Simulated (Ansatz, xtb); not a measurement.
## C3H8Ge2S: which of two isomers lies lower

Structure a: `CC#[C][GeH2][S][GeH3]`, a singlet. Structure b: `C=[C]1[CH2][GeH2][S][GeH2]1`, a singlet. Both are isolated molecules in the gas phase, relaxed with PBE0-D3(BJ)/def2-SVP; the shapes shown needn't be the lowest conformers.

a (Å):

```json
{"atom": "C", "x (Å)": "-0.9571", "y (Å)": "0.1349", "z (Å)": "3.1932"}
{"atom": "C", "x (Å)": "-0.4473", "y (Å)": "0.8495", "z (Å)": "2.0380"}
{"atom": "C", "x (Å)": "-0.0216", "y (Å)": "1.4506", "z (Å)": "1.0670"}
{"atom": "Ge", "x (Å)": "0.6858", "y (Å)": "2.2866", "z (Å)": "-0.4758"}
{"atom": "Ge", "x (Å)": "1.9337", "y (Å)": "-0.8480", "z (Å)": "-0.7617"}
{"atom": "S", "x (Å)": "1.0422", "y (Å)": "0.7451", "z (Å)": "-2.0494"}
{"atom": "H", "x (Å)": "-0.5788", "y (Å)": "0.5743", "z (Å)": "4.1293"}
{"atom": "H", "x (Å)": "-0.6490", "y (Å)": "-0.9221", "z (Å)": "3.1657"}
{"atom": "H", "x (Å)": "-2.0574", "y (Å)": "0.1659", "z (Å)": "3.2222"}
{"atom": "H", "x (Å)": "2.0082", "y (Å)": "2.9769", "z (Å)": "-0.1036"}
{"atom": "H", "x (Å)": "-0.3194", "y (Å)": "3.2827", "z (Å)": "-1.0685"}
{"atom": "H", "x (Å)": "2.6440", "y (Å)": "-1.8001", "z (Å)": "-1.7375"}
{"atom": "H", "x (Å)": "2.9448", "y (Å)": "-0.2216", "z (Å)": "0.2152"}
{"atom": "H", "x (Å)": "0.8384", "y (Å)": "-1.5957", "z (Å)": "0.0152"}
```

b (Å):

```yaml
atoms:
  - { symbol: C, position_ang: [0.8672, 2.2991, -0.6624] }
  - { symbol: C, position_ang: [-0.1463, 1.5461, -0.2177] }
  - { symbol: C, position_ang: [-0.2003, 0.0542, -0.3149] }
  - { symbol: Ge, position_ang: [-0.4947, -0.6633, 1.4998] }
  - { symbol: Ge, position_ang: [-1.6180, 2.3277, 0.8044] }
  - { symbol: S, position_ang: [-1.9767, 0.7711, 2.3777] }
  - { symbol: H, position_ang: [0.8923, 3.3836, -0.5188] }
  - { symbol: H, position_ang: [1.7204, 1.8560, -1.1907] }
  - { symbol: H, position_ang: [0.7123, -0.3708, -0.7629] }
  - { symbol: H, position_ang: [-1.0653, -0.2774, -0.9151] }
  - { symbol: H, position_ang: [0.8096, -0.6565, 2.3201] }
  - { symbol: H, position_ang: [-1.1118, -2.0735, 1.4944] }
  - { symbol: H, position_ang: [-2.9065, 2.4969, -0.0244] }
  - { symbol: H, position_ang: [-1.2202, 3.6726, 1.4364] }
```

Estimate E(b) − E(a) at the level CCSD(T)/def2-SVP + ΔMP2/def2-TZVPP.

Calculated at CCSD(T)/def2-SVP + ΔMP2/def2-TZVPP: E(b) − E(a) = −1.236 eV, so structure b lies lower.

The same difference at several levels:

```json
{"level": "PBE0-D3(BJ)/def2-SVP", "geometry": "PBE0-D3(BJ)/def2-SVP", "E(b) − E(a) (eV)": "−1.461", "departure from the last row (eV)": "−0.225", "job, with rough time for the two": "optimisation, 3.1 min"}
{"level": "HF/def2-SVP", "geometry": "PBE0-D3(BJ)/def2-SVP", "E(b) − E(a) (eV)": "−0.961", "departure from the last row (eV)": "+0.275", "job, with rough time for the two": "part of the CCSD(T) run"}
{"level": "MP2/def2-SVP", "geometry": "PBE0-D3(BJ)/def2-SVP", "E(b) − E(a) (eV)": "−1.149", "departure from the last row (eV)": "+0.087", "job, with rough time for the two": "part of the CCSD(T) run"}
{"level": "CCSD(T)/def2-SVP", "geometry": "PBE0-D3(BJ)/def2-SVP", "E(b) − E(a) (eV)": "−1.161", "departure from the last row (eV)": "+0.074", "job, with rough time for the two": "single point"}
{"level": "CCSD(T)/def2-SVP + ΔMP2/def2-TZVPP", "geometry": "PBE0-D3(BJ)/def2-SVP", "E(b) − E(a) (eV)": "−1.236", "departure from the last row (eV)": "", "job, with rough time for the two": "single point, 2.9 min"}
```

As drawn, b has 1 C=C, 1 C–Ge, 1 C–H in place of 1 C≡C, 1 Ge–H. Structure a has no ring, b a 5-membered ring.

The levels shown agree on the order. The largest departure from CCSD(T)/def2-SVP + ΔMP2/def2-TZVPP is that of HF/def2-SVP, 0.275 eV. A small imaginary or near-zero mode remains, so no thermal terms are given. Levels run at GFN2-xTB geometries aren't shown. The last row adds to CCSD(T) the change of the MP2 difference between the two basis sets, here −0.074 eV.

The correlated steps freeze 26 core orbitals; the filled d shell of Ge is correlated, in a basis made for valence electrons. Codes used: Ansatz 0.2.0, xtb 6.7.1; the last row on 4 threads of Arm Neoverse V1 on a shared host.
